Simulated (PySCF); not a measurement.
Compound: C6H12BNO2.
SMILES with atom numbers: `[NH2:1][CH2:2][C@:3]12[CH2:4][C@:5]([B:6]([OH:7])[OH:8])([CH2:9]1)[CH2:10]2` (hydrogens: H11, H12 on N1; H13, H14 on C2; H15, H16 on C4; H17 on O7; H18 on O8; H19, H20 on C9; H21, H22 on C10)

The closed-shell ground state was solved at several levels (PySCF, density fitting, gas phase, non-relativistic). Isolated species at its PBE0-D3(BJ)/def2-SVP geometry (one conformer only).

```
         level  basis functions  total energy (Eh)  HOMO (eV)  LUMO (eV)  gap (eV)  dipole (D)
 PBE0/pcSseg-1              230          -465.3610      -6.94       0.97      7.91        4.02
PBE0/def2-SVPD              302          -465.1141      -7.07       0.07      7.14        3.86
```

Estimate the row for CAM-B3LYP/pcSseg-1, a basis of 230 functions; the other rows only guide the guess.

Total energy -465.6727 Eh, HOMO -8.39 eV, LUMO 1.79 eV, gap 10.18 eV, dipole 4.09 D.

Over all these levels, which gives the widest orbital gap and which the narrowest?

CAM-B3LYP/pcSseg-1 (range-separated hybrid) has the widest, 10.18 eV, and PBE0/def2-SVPD (global hybrid, 25 % exact exchange) the narrowest, 7.14 eV. Functional and basis both differ between the two, so the spread mixes both effects.

How far do the dipole and the HOMO energy spread over the levels?

The dipole runs from 3.86 to 4.09 D (mean 3.99 D) and the HOMO from -8.39 to -6.94 eV.
